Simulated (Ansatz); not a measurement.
Coupled-cluster diagnostics for GeClF3, Ansatz.

Geometry of the singlet (PBE-D4/def2-SVP):

```xyz
5

Ge    0.038   -0.024    0.019
Cl   -1.618    1.014   -0.801
F    -0.447   -1.532    0.705
F     0.799    0.897    1.265
F     1.227   -0.356   -1.187
```

Correlated methods freeze 17 core orbitals; core or outer-core shells of Ge are correlated, in sets that lack core-valence functions.

Question: Estimate the CCSD(T) correlation energy, the shares of MP2 and (T), T1 and the reference's ⟨S²⟩ for: charge 0, singlet, own geometry in def2-TZVPP; and the rough time on 4 threads of Arm Neoverse V1 on a shared host.

Answer: 
| state | basis | correlation (eV) | MP2 share (%) | (T) share (%) | T1 | ⟨S²⟩ (pure) | wall time |
| --- | --- | --- | --- | --- | --- | --- | --- |
| charge 0, singlet, own geometry | def2-TZVPP | -33.310 | 96.3 | 3.3 | 0.012 | 0.00 (0.00) | 64 s |
Customary marks for T1 are 0.02 (closed shells), 0.045 (open shells) and about 0.05 (3d metals). T1 stays under 0.02 throughout.
